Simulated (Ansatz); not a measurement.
**Question.** Name a neutral molecule of B, Br, C, O and H with LUMO energy (ωB97M-V/def2-TZVPP) between 0.10 and 0.40 eV and HOMO–LUMO gap (B3LYP/def2-TZVPP) between 4.85 and 5.15 eV (Ansatz, PBE0-D4/def2-TZVP geometry).

**Answer.** `B/C(Br)=C/O` (0.12 eV, 5.05 eV). Other molecules can fit too; these were computed, each in one conformer that needn't be the lowest.

B3LYP here is the variant with VWN-RPA as its local correlation; programs differ in this.
